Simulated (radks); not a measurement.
Values are calculated unless marked as measured or tabulated.
Charge is removed step by step from the 1s level of C, starting from [He] 2s2 2p2. Code: a radial shooting solver on a logarithmic mesh with Libxc functionals. Model: scalar-relativistic Kohn-Sham, PBEsol, spin-unpolarised, spherical densities, point nucleus.

\begin{tabular}{lrrr}
removed (e) & E - E(0) (eV) & eigenvalue (eV) & E minus straight line (eV) \\ \hline
0 & 0.000 & -272.05 & 0.000 \\
0.125 & 34.471 & -279.52 & -3.389 \\
0.25 & 69.884 & -287.12 & -5.835 \\
0.375 & 106.25 & -294.83 & -7.325 \\
0.5 & 143.59 & -302.64 & -7.844 \\
0.625 & 181.92 & -310.54 & -7.381 \\
0.75 & 221.23 & -318.53 & -5.925 \\
0.875 & 261.55 & -326.57 & -3.467 \\
1 & 302.88 & -334.67 & 0.000 \\
\end{tabular}

Removing the whole electron costs 302.88 eV by Delta-SCF, against 272.05 eV from minus the eigenvalue at the starting occupation. Slater's transition state (half an electron removed) gives 302.64 eV. Integrating minus the eigenvalue over the occupation (Janak's theorem) gives 302.88 eV. In this scalar-relativistic scheme the density is built from large components alone, so the theorem holds only approximately. The mean slope of the eigenvalue, de/dn, is 62.6 eV per electron.
